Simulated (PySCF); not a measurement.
# Magnetisability: SMILES ClBr, BrCl

Molfile (atoms numbered from 1):
```
BrCl
     RDKit          3D

  2  1  0  0  0  0  0  0  0  0999 V2000
    1.0859   -0.0101   -0.0048 Cl  0  0  0  0  0  0  0  0  0  0  0  0
   -1.0788   -0.0011   -0.0156 Br  0  0  0  0  0  0  0  0  0  0  0  0
  1  2  1  0
M  END
```

The calculation used GIAO OPBE/aug-pcSseg-2 magnetisability, rotational g tensor and spin-rotation constants, non-relativistic, gas phase in PySCF. Geometry: PBE0-D3(BJ)/def2-SVP.

The calculation is non-relativistic, which matters for the atoms heavier than Zn.

Question: What are the magnetisability and the molar susceptibility?

Answer: Isotropic -756 × 10⁻³⁰ J/T², or -45.5 × 10⁻⁶ cm³/mol; principal values -907, -681, -681 × 10⁻³⁰ J/T², anisotropy 226 × 10⁻³⁰ J/T² (root of half the summed squared differences of the principal values). The susceptibility is in cgs units.

Question: Split it along the inertial axes a, b, c into diamagnetic and paramagnetic parts about the centre of mass, with the quadrupole moment.

Answer: 
```tsv
axis	χ (10⁻⁶ cm³/mol)	diamagnetic (10⁻⁶ cm³/mol)	paramagnetic (10⁻⁶ cm³/mol)	summed x² of all electrons (Å²)	quadrupole Θ (D Å)
a	-54.6	-54.6	0.0	59.4	+3.57
b	-41.0	-279.3	238.3	6.4	-1.78
c	-41.0	-279.3	238.3	6.4	-1.78
```
Anisotropies 2χaa − χbb − χcc = -27.2 and 2χbb − χaa − χcc = +13.6 × 10⁻⁶ cm³/mol. Θ is traceless in Buckingham's convention.

Question: And the rotational g tensor?

Answer: 
```tsv
axis	rotational constant (GHz)	g	nuclear part	electronic part
b	4.4506	-0.0218	0.4765	-0.4983
c	4.4506	-0.0218	0.4765	-0.4983
```
Linear; isotopes 79Br, 35Cl; no vibrational averaging.
